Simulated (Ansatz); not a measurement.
Program: Ansatz. Geometries: PBE0-D4/def2-TZVP. ΔE: electronic, gas phase. CCSD(T)/CBS adds triple-zeta CCSD(T) − MP2 to the extrapolated MP2 energy (def2 sets, frozen cores). This one scheme is used for every species. DFT in def2-TZVPP. HSE06 is defined as in plane-wave codes. For Ge outer-core shells are correlated without core-valence functions, which leaves a few kJ/mol of doubt a bond. Scalar relativity is left out up to krypton. One conformer a species, not always the lowest.

`[CH3][GeH]([SiH3])[Cl]` + H₂O → `[CH3][GeH]([OH])[Cl]` + SiH₄  (formal hydrolysis of a Ge–Si bond)

**Question.** Is it downhill or uphill in electronic energy at CCSD(T)/CBS, and by how much? (Best estimate.)

**Answer.** Ansatz gave: Downhill: ΔE = -5.0 kcal/mol.

**Question.** What do these levels give: LDA (SPW92), revPBE-D4, CAM-B3LYP-D4, BLYP, r2SCANh, HSE06, CAM-B3LYP, MP2/def2-TZVPP, CCSD(T)/def2-TZVPP, MP2/def2-QZVPP, SCS-MP2/def2-QZVPP, CCSD/CBS(def2)? (An estimate is asked.)

**Answer.** Ansatz gave: LDA (SPW92) -3.6, revPBE-D4 -3.2, CAM-B3LYP-D4 -7.5, BLYP -7.1, r2SCANh -6.0, HSE06 -4.0, CAM-B3LYP -8.4, MP2/def2-TZVPP -7.2, CCSD(T)/def2-TZVPP -6.7, MP2/def2-QZVPP -6.3, SCS-MP2/def2-QZVPP -7.8, CCSD/CBS(def2) -5.3 kcal/mol.

Largest T1 diagnostic among the species: 0.011.

Leaving LDA and LC-ωPBE aside and taking each functional with its dispersion term where it has one, the values, not all of them listed here, spread over 4.8 kcal/mol, from B2PLYP to PBE-D4. At CCSD(T), def2-SVP lies −4.6 kcal/mol from the extrapolated value and def2-TZVPP −1.7 kcal/mol.
